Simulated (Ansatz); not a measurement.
A structure relaxed at PBE/def2-TZVPD in Ansatz, charge -1, singlet:

```xyz
3

Cs    2.318    1.190    4.443
Cs    0.001    0.030   -0.014
Cs   -2.320   -1.219   -4.429
```

Task: Give its formula and point group.

Result: the cluster Cs₃⁻. Point group D∞h (tolerance 0.1 Å).

Task: Summarise the bond lengths by kind (pairs closer than 1.2 times the sum of covalent radii, bridged metal pairs left out).

Result: 2 × Cs–Cs 5.14 to 5.16 Å.

In the def2 sets Cs takes a core potential; there is no spin–orbit coupling. The restricted singlet is unstable towards broken spin symmetry at other levels; at PBE/def2-TZVPD this wasn't settled. The highest occupied level of the charge -1 singlet lies above zero (up to 0.10 eV). The electron is either unbound and held by the finite basis, or the level is raised by self-interaction error. The structure comes from a short search, and lower isomers may exist.
